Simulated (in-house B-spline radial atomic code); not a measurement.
# BHandHLYP excitations of Al II (Al+)

Method: BHandHLYP. Computed with an all-electron radial atomic-structure program (B-spline basis): linear response of the closed shell [Ne] 3s2 with the functional's adiabatic kernel; non-relativistic, point nucleus, no spin-orbit coupling, no double excitations, S, P, D and F terms only.

Command:
```bash
python run_td.py task.json out
```
Settings (radii: box in bohr, nucleus in fm):
```
Z                        13
electrons                12
configuration            [Ne] 3s2
hamiltonian              nr
method                   bhandhlyp
box_radius               41.61
intervals                54
```

Cost of the run: 0.5 s on 1 thread of Arm Neoverse N1 (shared host).

The lowest states, in the order of their Tamm-Dancoff energies; the method's threshold (minus the highest occupied level) is 16.592 eV. Labels give the largest channel, * marks a mixed state, and oscillator strengths are full-response dipole values. Measured ¹D terms are left out, since they can mix with doubly excited terms. Semilocal kernels can invert the small singlet-triplet splittings of Rydberg terms. Energies in eV:

```json
{"state": "3s → 3p 3P", "full response": "4.200", "Tamm-Dancoff": "4.428", "oscillator strength": "-", "measured (J-weighted term)": "4.651"}
{"state": "3s → 3p 1P", "full response": "7.350", "Tamm-Dancoff": "7.666", "oscillator strength": "1.76", "measured (J-weighted term)": "7.421"}
{"state": "3s → 4s 3S", "full response": "10.889", "Tamm-Dancoff": "10.894", "oscillator strength": "-", "measured (J-weighted term)": "11.317"}
{"state": "3s → 3d 3D", "full response": "?", "Tamm-Dancoff": "?", "oscillator strength": "-", "measured (J-weighted term)": "?"}
{"state": "3s → 4s 1S", "full response": "11.360", "Tamm-Dancoff": "11.378", "oscillator strength": "-", "measured (J-weighted term)": "11.822"}
{"state": "3s → 3d 1D", "full response": "?", "Tamm-Dancoff": "?", "oscillator strength": "-", "measured (J-weighted term)": "-"}
{"state": "3s → 4p 3P", "full response": "12.413", "Tamm-Dancoff": "12.422", "oscillator strength": "-", "measured (J-weighted term)": "13.075"}
{"state": "3s → 4p 1P", "full response": "12.637", "Tamm-Dancoff": "12.677", "oscillator strength": "0.00491", "measured (J-weighted term)": "13.257"}
{"state": "3s → 5s 3S", "full response": "13.882", "Tamm-Dancoff": "13.883", "oscillator strength": "-", "measured (J-weighted term)": "14.890"}
{"state": "3s → 5s 1S", "full response": "14.024", "Tamm-Dancoff": "14.029", "oscillator strength": "-", "measured (J-weighted term)": "15.048"}
{"state": "3s → 4d 3D", "full response": "14.064", "Tamm-Dancoff": "14.068", "oscillator strength": "-", "measured (J-weighted term)": "15.062"}
{"state": "3s → 4d 1D", "full response": "14.206", "Tamm-Dancoff": "14.207", "oscillator strength": "-", "measured (J-weighted term)": "-"}
{"state": "3s → 4f 1F", "full response": "14.403", "Tamm-Dancoff": "14.403", "oscillator strength": "-", "measured (J-weighted term)": "15.308"}
{"state": "3s → 5p 3P", "full response": "14.434", "Tamm-Dancoff": "14.436", "oscillator strength": "-", "measured (J-weighted term)": "-"}
{"state": "3s → 4f 3F", "full response": "14.449", "Tamm-Dancoff": "14.449", "oscillator strength": "-", "measured (J-weighted term)": "15.302"}
{"state": "3s → 5p 1P", "full response": "14.508", "Tamm-Dancoff": "14.519", "oscillator strength": "7.21e-06", "measured (J-weighted term)": "-"}
```

Where does 3s → 3d 3D lie?

At 11.219 eV in full response, 11.238 eV in Tamm-Dancoff; measured 11.847 eV.

Where does 3s → 3d 1D lie?

At 11.734 eV in full response, 11.738 eV in Tamm-Dancoff.

How large is the singlet-triplet splitting of 3s → 3p (P terms) in Tamm-Dancoff?

3.24 eV, from the unrounded values.

What polarisabilities and dispersion coefficient does the method give?

Dipole 24.53 bohr³, quadrupole 126 bohr⁵, C6 125.3 hartree·bohr⁶ for two such species.
